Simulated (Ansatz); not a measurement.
A single point on C6H5Cl3Hf (`[Cl][Hf]([Cl])([Cl])[c]1ccccc1`).

```yaml
crystal:
  periodic: [false, false, false]
  atoms:
    - {symbol: Cl, position_ang: [-0.912540, -3.744220, -1.279867]}
    - {symbol: Hf, position_ang: [-0.001597, -1.731487, -2.024711]}
    - {symbol: Cl, position_ang: [2.232113, -1.929491, -2.664262]}
    - {symbol: Cl, position_ang: [-1.281025, -0.721634, -3.692066]}
    - {symbol: C, position_ang: [-0.029818, -0.372281, -0.330738]}
    - {symbol: C, position_ang: [0.485666, 0.914868, -0.538994]}
    - {symbol: C, position_ang: [0.509312, 1.854741, 0.479298]}
    - {symbol: C, position_ang: [0.014835, 1.522871, 1.732566]}
    - {symbol: C, position_ang: [-0.500930, 0.255600, 1.965253]}
    - {symbol: C, position_ang: [-0.522709, -0.681478, 0.944114]}
    - {symbol: H, position_ang: [0.879788, 1.200749, -1.512325]}
    - {symbol: H, position_ang: [0.912329, 2.844615, 0.297432]}
    - {symbol: H, position_ang: [0.031567, 2.255372, 2.531767]}
    - {symbol: H, position_ang: [-0.886649, -0.001222, 2.945508]}
    - {symbol: H, position_ang: [-0.930333, -1.667001, 1.147027]}
basis:
  gaussian: {orbitals: def2-QZVPP}
correlation: {method: mp2}
```

```sh
$ ansatz run in.yaml --threads 5 --pin off --events-out ev --progress --plain --max-ram 66560MiB --backend cuda --devices 0, --max-vram 37GiB
```

It prints (some lines left out):

```
Functional definition: HF
4702 factors; integrals over basis functions are off by at most 1.2e-3 eV
mean field evaluation 1: about -45068.8918 eV, gradient 5.1e1 eV
mean field evaluation 2: about -45069.2382 eV, gradient 5.1e1 eV
mean field evaluation 4: about -45076.5210 eV, gradient 6.4e0 eV
mean field evaluation 8: about -45076.6650 eV, gradient 4.2e-1 eV
mean field evaluation 16: about -45076.6660 eV, gradient 2.5e-6 eV
mean field -45076.66603000 eV, -1656.5369225407 hartree, gradient 2.5e-6 eV, S^2 0.000000; 0 other end points of the search recorded, 0 dependent functions left out; unrestricted orbitals would lower it
21 core orbitals not correlated: weight in the atoms' cores, before any rotation towards them, 1.000 or more for the frozen orbitals, at most 0.000 for the correlated occupied ones
reference -45076.66603000 eV, -1656.5369225407 hartree; 31, 31 occupied and 731, 731 virtual orbitals, 4702 factors
second order -54.02732784 eV of doubles, -0.00000000 eV of singles
Total energy: -45130.69335784 eV, -1658.5223902179 hartree
```

Hardware: 5 threads of an AMD EPYC 7R13 on a shared host and a share of an NVIDIA H100 80 GB. Wall time 15 s, peak host memory 1.4 GiB.
